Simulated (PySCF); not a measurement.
## How methods differ on the excitation energy of Ce

Ce [Xe] 4f1 5d1 6s2 (high-spin determinant) → Ce [Xe] 4f2 6s2 (high-spin determinant), as a difference of total energies. All numbers are calculated (PySCF 2.14, the spin-free X2C one-electron Hamiltonian (Gaussian nucleus), in cc-pVDZ-X2C (8s7p5d3f1g, 84 functions)). Correlated levels: valence: [Kr] 4d10 frozen; valence and next inner shell: [Ar] 3d10 frozen. The calculations carry no spin-orbit coupling.

```json
{"method": "UHF", "excitation energy (eV)": "1.444"}
{"method": "LDA", "excitation energy (eV)": "-0.667"}
{"method": "PBE", "excitation energy (eV)": "-0.577"}
{"method": "PBE0", "excitation energy (eV)": "-0.127"}
{"method": "MP2 (valence)", "excitation energy (eV)": "1.151"}
{"method": "SCS-MP2 (valence)", "excitation energy (eV)": "1.262"}
{"method": "MP2 (valence and next inner shell)", "excitation energy (eV)": "1.383"}
{"method": "SCS-MP2 (valence and next inner shell)", "excitation energy (eV)": "1.464"}
```

Problem. How much does correlation contribute at MP2 (valence and next inner shell)?

Solution. 1.383 − (1.444) = -0.061 eV, measured against UHF.

A first-order spin-orbit estimate (lowest level to lowest level, LS coupling) adds 0.016 eV.

The determinant of the upper state and of the lower state mixes LS terms, which raises its energy above the lowest term, most at the Hartree-Fock and MP2 levels.
